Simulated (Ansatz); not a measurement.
An input meant for BH2(nPr) (C₃H₉B) (charge 0, singlet; with a point charge).

```yaml
crystal:
  periodic: [false, false, false]
  atoms:
    - {symbol: B, position_ang: [1.005583, 1.683504, 0.744068]}
    - {symbol: H, position_ang: [2.225233, 1.716563, 0.721506]}
    - {symbol: H, position_ang: [0.404122, 2.734393, 0.589915]}
    - {symbol: C, position_ang: [0.226054, 0.332476, 0.849963]}
    - {symbol: C, position_ang: [-0.087394, -0.113174, -0.609341]}
    - {symbol: C, position_ang: [-0.855274, -1.436851, -0.669684]}
    - {symbol: H, position_ang: [-0.740626, 0.442950, 1.387527]}
    - {symbol: H, position_ang: [0.808262, -0.472909, 1.345530]}
    - {symbol: H, position_ang: [0.859101, -0.211700, -1.185429]}
    - {symbol: H, position_ang: [-0.673631, 0.678525, -1.125350]}
    - {symbol: H, position_ang: [-1.825419, -1.361543, -0.135941]}
    - {symbol: H, position_ang: [-1.067688, -1.734406, -1.717123]}
    - {symbol: H, position_ang: [-0.278333, -2.257827, -0.195651]}
basis:
  gaussian: {orbitals: 6-31G, point_charges: [{charge: -1.00, position_ang: [6.173, 0.043, -0.971]}]}
total_charge: 4
hamiltonian: {xc: {name: r2SCAN0}}
accuracy: high
scf: {omitted_lower_state_checks: [starts]}
```

```sh
$ ansatz run in.yaml --threads 4 --pin off --events-out ev --progress --plain --max-ram 3916MiB
```

It prints (some lines left out):

```
Functional definition: r2SCAN0
1512 factors; integrals over basis functions are off by at most 3.3e-9 eV
mean field evaluation 1: about -3782.7563 eV, gradient 1.3e2 eV
mean field evaluation 2: about -3253.8015 eV, gradient 2.8e2 eV
mean field evaluation 4: about -3692.5271 eV, gradient 1.7e2 eV
mean field evaluation 8: about -3834.5370 eV, gradient 6.0e1 eV
mean field evaluation 16: about -3856.3402 eV, gradient 5.2e-2 eV
mean field -3856.34022676 eV, -141.7178894122 hartree, gradient 3.0e-8 eV, S^2 0.000000; 0 other end points of the search recorded, 0 dependent functions left out
reference -3856.34022719 eV, -141.7178894280 hartree; 14, 14 occupied and 40, 40 virtual orbitals, 1512 factors
Total energy: -3856.34022719 eV, -141.7178894280 hartree
Checks for a lower state left out: starts
```

(1) Something in this input is off. What?

## Answers

(1) The charge is far from what the species holds (4 typed, 0 meant). Self-consistency was reached. The result belongs to that input, not to the species as meant.
